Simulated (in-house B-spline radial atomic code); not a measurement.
**Removing one electron from Ba20+**

Closed shell [Ar] 3d10 4s2 4p6. Computed with an all-electron radial atomic-structure program (B-spline basis): Koopmans values of Dirac-Hartree-Fock plus a diagonal self-energy, in second order or with its direct term screened (direct RPA, with the hole-particle interaction, or full time-dependent Hartree-Fock), linearised in energy; no-pair Dirac-Coulomb Hamiltonian, finite nucleus. Shifts add to the Koopmans value (the ΔSCF shift is orbital relaxation alone); the final value takes TDHF screening with Breit and QED.

Command:
```bash
python run_mb.py task.json out
```
Settings (nuclear radius in fm, box in bohr, cutoff in hartree):
```
basis_form          2
Z                   56
core_configuration  [Ar] 3d10 4s2 4p6
rms_radius          4.8378
mass_number         138
speed_of_light      137.036
box_radius          4.67
lmax                7
intervals           59
virtual_cutoff      12544.0
```

Run time, properties included: 49 s on 1 thread of Arm Neoverse N1, with other jobs on the host.

Energies in eV:

| subshell | Koopmans | ΔSCF shift | second order | direct RPA | hole-particle | TDHF | Breit + QED | final |
| --- | --- | --- | --- | --- | --- | --- | --- | --- |
| 4p3/2 | 646.65 | -0.637 | ? | ? | ? | ? | ? | ? |
| 4p1/2 | 666.47 | -0.694 | 0.973 | 0.935 | 0.793 | 0.838 | -0.618 | 666.69 |

Problem. What does the self-energy do to 4p3/2?

Solution. It shifts the removal energy by 1.127 eV in second order, 0.972 with direct RPA, 0.922 with the hole-particle term and 0.979 with TDHF screening (quasi-particle weight 0.988); Breit and QED add -0.389 eV. The final value is 647.24 eV, against 646 ± 4 eV (NIST, tabulated theory).
